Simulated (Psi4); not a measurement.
A dimer, CH4 ··· CF4 (SMILES C and FC(F)(F)F); the first 5 atoms form monomer A.

```
10

C      0.0000     0.0000     0.0000
H      0.8251    -0.1749    -0.6890
H     -0.3548     1.0238    -0.1109
H      0.3411    -0.1573     1.0223
H     -0.8115    -0.6916    -0.2224
F     -2.5213     1.7369     1.6008
C     -2.8013     0.6315     2.2772
F     -3.8208     0.8600     3.0936
F     -3.1217    -0.3366     1.4295
F     -1.7412     0.2661     2.9851
```

Question: What interaction energy does SAPT0/jun-cc-pVDZ, frozen core in Psi4 1.11 give, and which attractive term is the largest?

Answer: Total -0.10 kcal/mol: electrostatics -0.56, exchange 1.37, induction -0.05, dispersion -0.87. The most attractive term is dispersion.
